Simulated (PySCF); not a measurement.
## Electronic structure of W⁶²⁺ (tungsten, charge +62) at the UHF level

Configuration: [Ne] 3s2, closed-shell 1S. Calculation: PySCF 2.14, in an even-tempered Gaussian basis (16 s from 18 bohr⁻², ratio 2.5; 10 p from 23 bohr⁻², ratio 2.5; 4 d from 84 bohr⁻², ratio 2.7; 4 f from 130 bohr⁻², ratio 2.7); no relativity, point nucleus.

| Property | Result |
| --- | --- |
| Total energy | -10799.309542 hartree |
| One-electron energy | -11538.0752 hartree |
| Hartree (Coulomb) energy | 870.2368 hartree |
| Exchange energy | -131.4711 hartree |
| Kinetic energy | 10798.97587 hartree |
| ⟨S²⟩ | 0.0000 |
| ⟨L²⟩ | 0.000 |
| Sum of ⟨r⟩ | 1.044 bohr |
| Sum of ⟨r²⟩ | 0.1474 bohr² |
| Density at the nucleus (Gaussians lack the cusp) | 288000 bohr⁻³ |

```json
{"shell": "1s", "electrons": "2", "mean orbital energy (hartree)": "-2551.87914", "rms radius, mean of both spins (bohr)": "0.0236"}
{"shell": "2s", "electrons": "2", "mean orbital energy (hartree)": "-571.06768", "rms radius, mean of both spins (bohr)": "0.0918"}
{"shell": "2p", "electrons": "6", "mean orbital energy (hartree)": "-556.37248", "rms radius, mean of both spins (bohr)": "0.0790"}
{"shell": "3s", "electrons": "2", "mean orbital energy (hartree)": "-238.20768", "rms radius, mean of both spins (bohr)": "0.214"}
```

A non-relativistic calculation at this Z misses sizeable relativistic shifts. Spin-orbit coupling, which splits the p, d and f shells strongly at this Z, is absent.

Spin-orbit constants ζ (cm⁻¹) from the X2C one-electron operator on these orbitals (non-relativistic here): bare nucleus, nucleus screened by l(l+1)(2l+1)/3 electrons, and screened by the Breit-Pauli mean field of the electrons.

| shell | bare | screened nucleus | mean field |
| --- | --- | --- | --- |
| 2p | 5188000 | 5047000 | 4986000 |
